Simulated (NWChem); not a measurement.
System: CH3F3OSi; SMILES OC[Si](F)(F)F

The following NWChem deck was run.

```
start job
memory heap 200 mb stack 900 mb global 1100 mb
geometry units angstroms noautosym nocenter noautoz
  O      0.180422     2.309957    -0.021191
  C     -0.798534     1.304227    -0.142308
  Si    -0.032444    -0.387887    -0.025076
  F      0.796231    -0.814368    -1.327483
  F     -1.114537    -1.540157     0.247207
  F      0.998815    -0.378472     1.209311
  H      0.596553     2.227223     0.844285
  H     -1.618367     1.398576     0.598844
  H     -1.275475     1.421938    -1.129043
end
basis spherical
  O library 6-311g**
  C library 6-311g**
  Si library 6-311g**
  F library 6-311g**
  H library 6-311g**
end
dft
  xc b3lyp
  iterations 150
end
tddft
  cis
  ecut -63.0
  nroots 6
  notriplet
end
task tddft energy
```

Geometry: optimised at PBE0/def2-SVP.

Core excitations by TDA in a window of 1s orbitals, non-relativistic and unshifted: absolute energies depend strongly on the exact-exchange share.

Give the results of this calculation. (B3LYP/6-311G** (spherical d), restricted-window TDA.) Quantities: first 1s excitation (eV); dipole oscillator strength of the first; first state with f > 0.002 (eV); dipole oscillator strength of that state.


- first 1s excitation (eV): 1800.4
- dipole oscillator strength of the first: 0.0022
- first state with f > 0.002 (eV): 1800.4
- dipole oscillator strength of that state: 0.0022
